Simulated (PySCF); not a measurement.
# Unknown compound

Molecular formula: C$_{5}$H$_{10}$BNO. Simulated spectra:

¹H NMR (600 MHz, computed): δ 7.42 (d, J = 2.3 Hz, 1H), 6.53 (dd, J = 3.7, 2.3 Hz, 1H), 6.47 (d, J = 3.7 Hz, 1H), 3.65 (s, 2H), 2.67 (br s, 2H), 2.12 (br, 3H).

¹³C{¹H} NMR (computed): δ 158.6 (C), 152.3 (CH), 119.8 (CH), 118.7 (CH), 47.6 (CH2).

[PySCF 2.14: shieldings: GIAO CAM-B3LYP/pcSseg-1; spin–spin couplings from B3LYP/pcJ-1 (spin–dipole term only in couplings to heteroatoms); geometry from PBE0-D3(BJ)/def2-SVP; non-relativistic; no solvent; a single conformation; one averaged value for each set of equivalent atoms]

References, each an isolated molecule treated in the same way: ¹H (σref 31.33) and ¹³C (σref 182.45) vs TMS.

Q: Propose a structure and justify it.

A: 
1. 5 carbon signals for 5 carbons: no two carbons are equivalent.
2. Carbon types of the structure: 1 × C, 3 × CH, 1 × CH2, leaving 5 H on heteroatoms.
3. δC 158.6: substituted aromatic carbon next to the ring oxygen.
4. δC 152.3: aromatic CH next to the ring oxygen.
5. δC 119.8, 118.7: aromatic CH.
6. δC 47.6: sp3 CH2 bonded to N, on an aromatic ring; deshielded by the electronegative neighbour.
7. δH 7.42: hydrogen on an aromatic CH next to the ring oxygen; ring-current deshielding.
8. δH 6.53, 6.47: hydrogen on an aromatic CH; ring-current deshielding.
9. δH 2.67: hydrogen on a donor nitrogen of a Lewis adduct; exchangeable; this is the value without hydrogen bonding to other molecules.
10. The protons at 6.47 and 6.53 share a coupling of 3.7 Hz (vicinal, an ortho-type coupling).

These data were computed for SMILES [NH2+]([BH3-])Cc1ccco1.

The data come from this structure; uniqueness wasn't tested.

The OH or NH signal is concentration- and solvent-dependent in practice; the value given is the gas-phase one. Hydrogens on boron are broadened and split by ¹¹B (spin 3/2, 80 %) and 10B (spin 3). Splittings below 1 Hz are ignored in the labels, and close J values are merged. Unscaled 3J(H,H) at this level run about 10 % above measured values. Shifts are as computed, not scaled to solution data. Of 1313 compounds with measured shifts, 239 miss one by over three times the rms of a fit or turn the order of signals round; such compounds aren't used in these exercises. Couplings to exchangeable protons are dropped. Chain 3J(H,H) values assume equally populated staggered rotamers: (2 J gauche + J anti)/3.
